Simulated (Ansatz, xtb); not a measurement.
**Relative energy of two isomers of B4H7N3O**

Structure a: `BN1BNBNB1O`, a singlet. Structure b: `BN1BNB(O)NB1`, a singlet. Both are isolated molecules in the gas phase, relaxed with PBE-D3(BJ)/def2-SVP; the shapes shown needn't be the lowest conformers.

a (Å):

```tsv
atom	x (Å)	y (Å)	z (Å)
B	1.8331	-2.3691	-1.2298
B	-0.5881	-1.9696	-1.7037
B	-1.8933	-0.3389	-0.2875
B	0.5493	-0.7297	0.2061
N	0.6176	-1.7005	-0.9146
N	-1.7931	-1.2884	-1.3700
N	-0.7114	-0.0891	0.4701
O	1.6305	-0.4273	0.9860
H	1.8921	-3.1635	-2.1455
H	2.8460	-2.1483	-0.5731
H	-0.5508	-2.7612	-2.6241
H	-2.6266	-1.4829	-1.9256
H	-2.9431	0.2210	-0.0367
H	-0.7451	0.5767	1.2437
H	2.4095	-0.9381	0.6867
```

b (Å):

| atom | x (Å) | y (Å) | z (Å) |
| --- | --- | --- | --- |
| B | 1.4261 | -0.6148 | 1.1010 |
| B | -0.6155 | -1.1916 | -0.2533 |
| B | -2.2594 | 0.6227 | -0.8650 |
| B | -0.2082 | 1.1912 | 0.4929 |
| N | 0.2133 | -0.2088 | 0.4536 |
| N | -1.8103 | -0.7492 | -0.8820 |
| N | -1.4191 | 1.5684 | -0.1591 |
| O | -3.4346 | 0.9369 | -1.5085 |
| H | 1.7655 | -1.7827 | 1.0608 |
| H | 2.1018 | 0.2136 | 1.6830 |
| H | -0.2832 | -2.3590 | -0.2978 |
| H | -2.3904 | -1.4302 | -1.3752 |
| H | -3.6707 | 1.8777 | -1.4534 |
| H | -1.6846 | 2.5535 | -0.1126 |
| H | 0.4621 | 2.0224 | 1.0722 |

Energies in hartree; the thermal terms are from GFN2-xTB frequencies at re-optimised GFN2-xTB minima (ideal gas, soft modes damped towards free rotors, one conformer each, 298.15 K, 1 atm) and include the zero-point energy:

```
                              a           b
E, CCSD(T)/def2-SVP  −342.201370  −342.197386
    E, MP2/def2-SVP  −342.110349  −342.106460
  E, MP2/def2-TZVPP  −342.732330  −342.729246
  zero-point energy     0.106094     0.105921
       H(298 K) − E     0.115039     0.114967
       G(298 K) − E     0.074301     0.074118
```

Question: Correct the CCSD(T) difference for the basis set by the MP2 change, then work out ΔE, ΔE₀, ΔH and ΔG for a → b in kJ/mol (1 Eh = 2625.50 kJ/mol) and the equilibrium ratio [b]/[a].

Answer: 1. Differences b − a: CCSD(T) +0.003984, MP2 in the small set +0.003889, MP2 in the large set +0.003084 Eh.
2. ΔE = +0.003984 + (+0.003084 − (+0.003889)) = +0.003179 Eh = +8.35 kJ/mol.
3. ΔE₀ = ΔE + ΔZPE = +0.003179 + (−0.000173) Eh = +7.89 kJ/mol.
4. ΔH = ΔE + (−0.000072) Eh = +8.16 kJ/mol.
5. ΔG = ΔE + (−0.000183) Eh = +7.87 kJ/mol, so ΔS = (ΔH − ΔG)/T = +1.0 J/(mol K).
6. kT = 0.9442 mEh, so K = [b]/[a] = exp(−ΔG/kT) = exp(−3.17) ≈ 0.042.

Structure a is favoured at this temperature. An error of 4 kJ/mol in ΔG would change K by a factor of 5. Mirror images and further conformers aren't counted.

As drawn, both hold the same kinds of bond in the same numbers.

Other levels gave ΔE = +9.8 (GFN2-xTB); +7.4 (HF/STO-3G, GFN2-xTB geometries); +13.0 (r2SCAN-D4/def2-SVP, GFN2-xTB geometries); +15.5 (PBE-D3(BJ)/def2-SVP); +3.7 (HF/def2-SVP); +10.2 (MP2/def2-SVP); +10.5 (CCSD(T)/def2-SVP) kJ/mol. The correlated steps freeze 8 core orbitals. Programs: Ansatz 0.2.0, xtb 6.7.1.
